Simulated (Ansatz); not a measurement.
Basis-set series for CH$_{4}$BClN$_{2}$ (`N=C(Cl)BN`). The species carries charge 0 and has multiplicity 1. The structure was optimised at the PBE0-D4/def2-TZVP level. It is one conformer, not always the lowest.

```
functional       basis  functions  energy (Eh)  HOMO (eV)  LUMO (eV)
   PBE0-D4    def2-SVP         94   -634.47495      -7.84      -1.27
   PBE0-D4  def2-QZVPP        418   -634.85670      -8.14      -1.62
   ωB97M-V    def2-SVP         94   -634.73600     -10.07       0.99
   ωB97M-V  def2-QZVPP        418   -635.12247     -10.41       0.54
```

Task: Give the rows for def2-TZVPP. (Estimate.)

Result: The calculation gave: 
```json
{"functional": "PBE0-D4", "basis": "def2-TZVPP", "functions": "222", "energy (Eh)": "-634.83327", "HOMO (eV)": "-8.09", "LUMO (eV)": "-1.55"}
{"functional": "ωB97M-V", "basis": "def2-TZVPP", "functions": "222", "energy (Eh)": "-635.10029", "HOMO (eV)": "-10.37", "LUMO (eV)": "0.64"}
```

Positive LUMOs are unbound and depend on the basis.

Results of the Gaussian-basis code of Ansatz.
